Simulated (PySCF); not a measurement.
Polarisability and C₆ of Mn (manganese, neutral)

[Ar] 3d5 4s2, high-spin 6S determinant. Calculation: PySCF 2.14, in x2c-QZVPPall with one added diffuse shell each of s, p, d, f, g type (12s8p6d5f3g, 128 functions); the spin-free X2C one-electron Hamiltonian (Gaussian nucleus). Coupled (time-dependent) response in atomic units; α is the mean over directions.

```
method  mean α (bohr³)  C₆ (like pair)  S(−4)
  PBE0           77.09           741.0   3747
```

S(−4) is the Cauchy moment in α(ω) = α(0) + S(−4) ω² + …

Reference α: 68 ± 9 bohr³ (recommended; Schwerdtfeger and Nagle, table of static dipole polarizabilities (2023 update)). Published C₆: 552.0 (Chu and Dalgarno (2004); Tang, Norbeck and Certain (1976)).

α(iu) at PBE0:

```json
{"u (hartree)": "0", "α(iu) (bohr³)": "77.09"}
{"u (hartree)": "0.0500", "α(iu) (bohr³)": "69.13"}
{"u (hartree)": "0.100", "α(iu) (bohr³)": "54.24"}
{"u (hartree)": "0.200", "α(iu) (bohr³)": "31.29"}
{"u (hartree)": "0.300", "α(iu) (bohr³)": "19.51"}
{"u (hartree)": "0.500", "α(iu) (bohr³)": "9.893"}
{"u (hartree)": "0.750", "α(iu) (bohr³)": "5.704"}
{"u (hartree)": "1.00", "α(iu) (bohr³)": "3.892"}
{"u (hartree)": "1.50", "α(iu) (bohr³)": "2.288"}
{"u (hartree)": "2.00", "α(iu) (bohr³)": "1.558"}
{"u (hartree)": "3.00", "α(iu) (bohr³)": "0.8801"}
{"u (hartree)": "5.00", "α(iu) (bohr³)": "0.4017"}
```

A single London oscillator, α(iu) = α/(1 + u²/ω²), gives C₆ = (3/4) ω α². Matching the computed C₆ needs ω = 4 × 741.0 / (3 × 77.09²) = 0.166 hartree.
